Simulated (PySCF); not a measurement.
2,2-difluoro-4-methyl-1,3-dioxole (C4H4F2O2), SMILES CC1=COC(F)(F)O1. Atoms are numbered in the order given.

```xyz
12

C     -0.5437     2.6432     0.0000
C      0.0297     1.2858     0.0000
C      1.2704     0.7957     0.0000
O      1.2225    -0.5813     0.0000
C     -0.1025    -0.9291     0.0000
F     -0.3916    -1.6743     1.0687
F     -0.3916    -1.6743    -1.0687
O     -0.8515     0.2198     0.0000
H      0.2579     3.3927     0.0000
H     -1.1749     2.7999     0.8888
H     -1.1749     2.7999    -0.8888
H      2.2493     1.2632     0.0000
```

Geometry optimised at PBE0-D3(BJ)/def2-SVP. One conformer was computed; it need not be the lowest.

Computed with CAM-B3LYP/def2-TZVP run with PySCF.

Isolated molecule, no solvent.

Computed frontier levels, gap, dipole moment:
| Item | Value |
|---|---|
| highest occupied level | -8.17 eV |
| lowest empty level | 1.51 eV |
| orbital gap | 9.68 eV |
| dipole moment | 0.756 e·Å |
| quadrupole, principal values (traceless, Buckingham form, about the centre of nuclear charge) | -4.27, 0.09, 4.18 D·Å |
